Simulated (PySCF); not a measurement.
CHF2 (SMILES F[CH-]F), charge -1, singlet, geometry from GFN2-xTB (in this run its highest filled SCF level lies above zero, so its values depend strongly on the basis, on diffuse functions most of all). Base run: PySCF with R2SCAN/3-21G.

Geometry (Å):
```xyz
4

C     -0.1220    -0.0042     0.6451
F     -0.0235     1.1329    -0.2721
F      0.0031    -1.1307    -0.2819
H      0.9153     0.0059     1.1152
```
Charge -1, spin multiplicity 1.
All else is at PySCF's defaults.
Base energy -236.87864 Eh.

The base run was repeated with changes; each row names its change, and settings that it needs were set with it.

```tsv
change	ΔE vs base (µEh)	grid points	electrons on the grid
base	0.0	52456	26.00000
grids.atom_grid = (99, 590)	8.1	128424	26.00000
grids.radi_method = gauss_chebyshev	4.3	51376	26.00000
grids.level = 4	8.8	101992	26.00000
grids.radi_method = delley	11.7	56200	26.00000
grids.radi_method = mura_knowles	12.7	50296	26.00000
grids.level = 7	4.9	314664	26.00000
grids.level = 5	10.9	154280	26.00000
grids.prune = off	-5.3	83056	26.00000
grids.becke_scheme = stratmann	-6.6	52456	26.00001
small_rho_cutoff = 0	0.0	52456	26.00000
```
